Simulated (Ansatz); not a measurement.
Wavefunction ladder for CH3Cl3SZr, SMILES `C[S][Zr]([Cl])([Cl])[Cl]`

```xyz
9

C    -0.952    0.325   -1.178
S     0.673    1.127   -0.960
Zr    0.968   -0.184    1.006
Cl   -0.744    0.312    2.516
Cl    3.040    0.391    1.873
Cl    0.896   -2.447    0.428
H    -0.957   -0.204   -2.130
H    -1.200   -0.409   -0.398
H    -1.726    1.090   -1.156
```

The species carries charge 0 and has multiplicity 1. Correlated methods include outer-core shells of Zr, which these sets cover unevenly. Zr: def2 effective core potential. The geometry is a stationary point of PBE0-D4/def2-TZVP. It is one conformer, not always the lowest. Frozen core, restricted reference, the Gaussian-basis code of Ansatz.

| basis | HF (Eh) | MP2 corr. |
| --- | --- | --- |
| def2-SVP | -1861.87849 | -0.91949 |
| def2-TZVPP | -1862.54408 | -1.27064 |
| def2-QZVPP | -1862.59933 | -1.40699 |

(1) Estimate the CCSD correlation energy and the (T) correction in each basis where they were run (hartree).

Results:

(1) 
```tsv
basis	CCSD corr.	(T)
def2-SVP	-0.96989	-0.03421
```
